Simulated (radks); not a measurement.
Problem. These are the eigenvalues of the occupied orbitals of an atom or ion with whole-number occupations (eV). All-electron calculation, Dirac Kohn-Sham, PBE, spin-unpolarised, spherical densities, finite nucleus; Fermi nuclear charge, rms radius of each element as measured or else 0.836 A^(1/3) + 0.57 fm. Program: a radial shooting solver on a logarithmic mesh with Libxc functionals.

| orbital | eigenvalue |
|---|---|
| 1s1/2 | -6591.648 |
| 2s1/2 | -1528.756 |

Which element is it, and in what charge state? The configuration may be excited. Open shells, if any, fill j = l - 1/2 first.

Solution. Z = 23, vanadium, charge +20: V20+ in [He] 2s1. The 1s level, -242.24 hartree, gives Z - s = 22.0 by -(Z - s)^2/2, which with screening and relativity narrows Z to a few neighbours, and the depths must fix Z and the occupations together.
